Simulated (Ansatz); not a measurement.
`FB(Cl)Br` and `FB(Br)Br` differ in one atom or group.

Ansatz, PBE0-D4/def2-TZVP geometries, multiplicity 1. 

Scalar relativity is left out up to krypton.

```
                                          property  `FB(Cl)Br`
size of the dipole moment (ωB97M-V/def2-TZVPP) / D        0.29
             HOMO energy (ωB97M-V/def2-TZVPP) / eV      -11.09
               LUMO energy (B3LYP/def2-TZVPP) / eV       -1.38
    zero-point energy (PBE0-D4/def2-TZVP) / kJ/mol        22.9
               HOMO energy (B3LYP/def2-TZVPP) / eV       -8.58
                 LUMO energy (PBE/def2-TZVPP) / eV       -2.14
```

Question: Give the same properties after the change, and the shifts. (An estimate is asked.)

Answer: Ansatz gave: 
```
                                          property  `FB(Br)Br`  shift
size of the dipole moment (ωB97M-V/def2-TZVPP) / D        0.27  -0.02
             HOMO energy (ωB97M-V/def2-TZVPP) / eV      -10.83   0.26
               LUMO energy (B3LYP/def2-TZVPP) / eV       -1.53  -0.15
    zero-point energy (PBE0-D4/def2-TZVP) / kJ/mol        21.4   -1.5
               HOMO energy (B3LYP/def2-TZVPP) / eV       -8.35   0.23
                 LUMO energy (PBE/def2-TZVPP) / eV       -2.27  -0.13
```

With PBE0 the HOMO rises by 0.24 eV and the LUMO falls by 0.16 eV, so the gap narrows by about 0.40 eV. PBE moves the HOMO by 0.20 eV and ωB97M-V by 0.26 eV. Dipoles are sizes alone; their direction can turn.

B3LYP here is the variant with VWN-RPA as its local correlation; programs differ in this.

Spin–orbit coupling is left out; it splits and shifts lone-pair levels of the heavy atoms by tenths of an eV.
